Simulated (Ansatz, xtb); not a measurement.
## C5H5NO: which of two isomers lies lower

We compare a, `C=C[C@@H]1O[C@@H]1C#N`, a singlet, with b, `C=C[C@@]1(C#N)CO1`, a singlet. Both are isolated molecules in the gas phase, relaxed with B3LYP/def2-SVP, each in the lowest conformer that the search found.

a (Å):

```xyz
12

C     1.9515   -0.0877    0.5476
C     0.7974   -0.6274    0.9509
C    -0.2006    0.1119    1.7546
C    -1.6659   -0.1484    1.6633
C    -2.2064   -1.1462    0.7546
N    -2.6511   -1.9284    0.0243
O    -0.9053   -0.6143    2.7622
H     2.2240    0.9414    0.8033
H     2.6651   -0.6546   -0.0549
H     0.5389   -1.6602    0.6943
H     0.0835    1.1325    2.0480
H    -2.3597    0.6769    1.8767
```

b (Å):

```xyz
12

C     1.9628    1.3817   -0.8612
C     1.1839    0.4372   -0.3291
C     1.4367   -0.2665    0.9604
C     2.6855    0.0471    1.6494
C     0.3027   -0.7656    1.7837
N     3.6754    0.3141    2.1888
O     1.0667   -1.6516    0.9953
H     1.7018    1.8524   -1.8118
H     2.8817    1.7166   -0.3713
H     0.2719    0.1044   -0.8352
H     0.4287   -0.8514    2.8707
H    -0.7186   -0.5625    1.4345
```

Energies in hartree; the thermal terms are from GFN2-xTB frequencies at re-optimised GFN2-xTB minima (ideal gas, soft modes damped towards free rotors, one conformer each, 298.15 K, 1 atm) and include the zero-point energy:

```
                              a           b
E, CCSD(T)/def2-SVP  −322.298827  −322.299342
    E, MP2/def2-SVP  −322.218461  −322.219265
  E, MP2/def2-TZVPP  −322.811643  −322.811901
  zero-point energy     0.086936     0.086781
       H(298 K) − E     0.094746     0.094690
       G(298 K) − E     0.055759     0.055678
```

Task: Correct the CCSD(T) difference for the basis set by the MP2 change, then work out ΔE, ΔE₀, ΔH and ΔG for a → b in kJ/mol (1 Eh = 2625.50 kJ/mol) and the equilibrium ratio [b]/[a].

Result: 1. Differences b − a: CCSD(T) −0.000515, MP2 in the small set −0.000804, MP2 in the large set −0.000258 Eh.
2. ΔE = −0.000515 + (−0.000258 − (−0.000804)) = +0.000031 Eh = +0.08 kJ/mol.
3. ΔE₀ = ΔE + ΔZPE = +0.000031 + (−0.000155) Eh = −0.33 kJ/mol.
4. ΔH = ΔE + (−0.000056) Eh = −0.07 kJ/mol.
5. ΔG = ΔE + (−0.000081) Eh = −0.13 kJ/mol, so ΔS = (ΔH − ΔG)/T = +0.2 J/(mol K).
6. kT = 0.9442 mEh, so K = [b]/[a] = exp(−ΔG/kT) = exp(+0.05) ≈ 1.1.

The two are too close for this level to say which is favoured. An error of 4 kJ/mol in ΔG would change K by a factor of 5. Mirror images and further conformers aren't counted.

As drawn, both hold the same kinds of bond in the same numbers.

Other levels gave ΔE = +3.3 (GFN2-xTB); +3.0 (HF/STO-3G, GFN2-xTB geometries); +2.5 (r2SCAN-D4/def2-SVP, GFN2-xTB geometries); +4.5 (B3LYP/def2-SVP); +3.5 (HF/def2-SVP); −2.1 (MP2/def2-SVP); −1.4 (CCSD(T)/def2-SVP) kJ/mol. The correlated steps freeze 7 core orbitals. Programs: Ansatz 0.2.0, xtb 6.7.1.
